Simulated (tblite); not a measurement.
C₅H₉ClF₂O₂S.
Bonds: C1–C2, C2–C3, C2–C4, C4–C5, C5–F6, C5–F7, C5–S8, S8–O9 (double), S8–O10 (double), S8–Cl11. Hydrogens: H12, H13, H14 on C1; H15 on C2; H16, H17, H18 on C3; H19, H20 on C4.

Computed with GFN2-xTB (tblite), gas phase: L-BFGS steps from a force-field or distance-geometry start until the largest atomic force falls under 0.01 eV/Å.

The end geometry, which sets the zero of energy:
```
atom  x, y, z in Å
C1     -1.3308    0.5988    1.0049
C2     -0.7642   -0.4210    0.0204
C3     -1.8912   -1.2010   -0.6563
C4      0.0853    0.2509   -1.0684
C5      1.3258    0.9200   -0.5513
F6      2.2190    1.1710   -1.5278
F7      1.1384    2.0747    0.1019
S8      2.2427   -0.1915    0.6452
O9      1.7044   -0.0614    1.9561
O10     2.3521   -1.4861    0.0606
Cl11    4.0826    0.6329    0.6655
H12    -1.8488    1.3970    0.4774
H13    -0.5441    1.0319    1.6155
H14    -2.0391    0.1128    1.6705
H15    -0.1293   -1.1251    0.5659
H16    -1.4903   -1.9396   -1.3457
H17    -2.5425   -0.5269   -1.2082
H18    -2.4865   -1.7194    0.0897
H19     0.4238   -0.5033   -1.7828
H20    -0.5123    0.9958   -1.6041
```

**Question.** These geometries come from the run, each turned onto the end geometry. Order them by energy, lowest first.
A.
```
atom  x, y, z in Å
C1     -1.4027    0.6474    0.9830
C2     -0.8381   -0.4367    0.0657
C3     -1.9762   -1.1564   -0.6589
C4      0.1100    0.1320   -1.0049
C5      1.3212    0.8773   -0.5046
F6      2.1176    1.2806   -1.5167
F7      1.0741    1.9711    0.2263
S8      2.4419   -0.1798    0.5536
O9      1.8875   -0.3209    1.8531
O10     2.7401   -1.3667   -0.1774
Cl11    4.1862    0.8412    0.7579
H12    -1.8630    1.4495    0.4070
H13    -0.6289    1.0705    1.6174
H14    -2.1616    0.2109    1.6282
H15    -0.2871   -1.1628    0.6744
H16    -1.5952   -1.9502   -1.2959
H17    -2.5479   -0.4644   -1.2758
H18    -2.6536   -1.5955    0.0662
H19     0.4985   -0.6801   -1.6274
H20    -0.4279    0.8435   -1.6420
```
B.
```
atom  x, y, z in Å
C1     -1.3328    0.6357    0.9892
C2     -0.7726   -0.4128    0.0306
C3     -1.8986   -1.2082   -0.6284
C4      0.0900    0.2327   -1.0631
C5      1.3142    0.9239   -0.5392
F6      2.1935    1.2172   -1.5156
F7      1.1133    2.0576    0.1437
S8      2.2611   -0.2189    0.5985
O9      1.6860   -0.2402    1.9005
O10     2.4589   -1.4457   -0.0976
Cl11    4.0469    0.7053    0.7561
H12    -1.7844    1.4601    0.4420
H13    -0.5523    1.0277    1.6345
H14    -2.0943    0.1912    1.6236
H15    -0.1461   -1.1074    0.5964
H16    -1.4940   -1.9807   -1.2770
H17    -2.5392   -0.5574   -1.2188
H18    -2.5064   -1.6884    0.1331
H19     0.4561   -0.5360   -1.7473
H20    -0.5039    0.9548   -1.6321
```
C.
```
atom  x, y, z in Å
C1     -1.3441    0.6445    0.9895
C2     -0.7825   -0.4126    0.0438
C3     -1.9072   -1.1933   -0.6301
C4      0.0916    0.2062   -1.0574
C5      1.3082    0.9115   -0.5313
F6      2.1963    1.2296   -1.4931
F7      1.0824    2.0366    0.1591
S8      2.2908   -0.2256    0.5879
O9      1.7382   -0.2989    1.8983
O10     2.5248   -1.4274   -0.1408
Cl11    4.0440    0.7616    0.7454
H12    -1.7942    1.4643    0.4369
H13    -0.5717    1.0451    1.6380
H14    -2.1094    0.2053    1.6214
H15    -0.1674   -1.1044    0.6242
H16    -1.5024   -1.9679   -1.2745
H17    -2.5192   -0.5264   -1.2310
H18    -2.5431   -1.6651    0.1116
H19     0.4551   -0.5864   -1.7163
H20    -0.4955    0.9138   -1.6526
```
D.
```
atom  x, y, z in Å
C1     -1.3336    0.6149    0.9915
C2     -0.7627   -0.4178    0.0240
C3     -1.8934   -1.2046   -0.6361
C4      0.0878    0.2463   -1.0698
C5      1.3257    0.9188   -0.5490
F6      2.2118    1.2012   -1.5234
F7      1.1304    2.0554    0.1339
S8      2.2530   -0.2081    0.6240
O9      1.6975   -0.1382    1.9326
O10     2.4013   -1.4781   -0.0050
Cl11    4.0677    0.6741    0.7048
H12    -1.8101    1.4266    0.4452
H13    -0.5579    1.0262    1.6298
H14    -2.0764    0.1435    1.6288
H15    -0.1325   -1.1221    0.5759
H16    -1.4972   -1.9632   -1.3046
H17    -2.5436   -0.5422   -1.2024
H18    -2.4901   -1.7024    0.1226
H19     0.4214   -0.5118   -1.7824
H20    -0.5042    0.9919   -1.6114
```
E.
```
atom  x, y, z in Å
C1     -1.3942    0.6458    0.9831
C2     -0.8226   -0.4313    0.0677
C3     -1.9592   -1.1577   -0.6521
C4      0.1152    0.1504   -0.9993
C5      1.3267    0.8868   -0.4985
F6      2.1466    1.2553   -1.5050
F7      1.1126    1.9851    0.2380
S8      2.4045   -0.2082    0.5569
O9      1.8507   -0.3240    1.8634
O10     2.6985   -1.3851   -0.1911
Cl11    4.0956    0.8708    0.7070
H12    -1.8513    1.4416    0.3992
H13    -0.6242    1.0650    1.6219
H14    -2.1568    0.2102    1.6217
H15    -0.2568   -1.1481    0.6675
H16    -1.5854   -1.9523   -1.2919
H17    -2.5268   -0.4591   -1.2631
H18    -2.6384   -1.5999    0.0694
H19     0.5083   -0.6597   -1.6177
H20    -0.4481    0.8248   -1.6482
```

**Answer.** D (0.004 eV), B (0.010 eV), C (0.017 eV), E (0.041 eV), A (0.074 eV).

In the order of the answer:

```tsv
step	E above end (eV)	largest force (eV/Å)	rms force component (eV/Å)	rms distance from end (Å)	rms bond change (Å)	bond most changed (Å)
49	0.004	0.05	0.019	0.041	0.001	S8–Cl11 +0.003
41	0.010	0.06	0.014	0.084	0.001	C5–S8 -0.003
31	0.017	0.09	0.031	0.113	0.001	C2–C3 -0.002
13	0.041	0.13	0.038	0.185	0.003	C5–S8 -0.009
6	0.074	0.35	0.091	0.198	0.004	S8–Cl11 +0.015
```
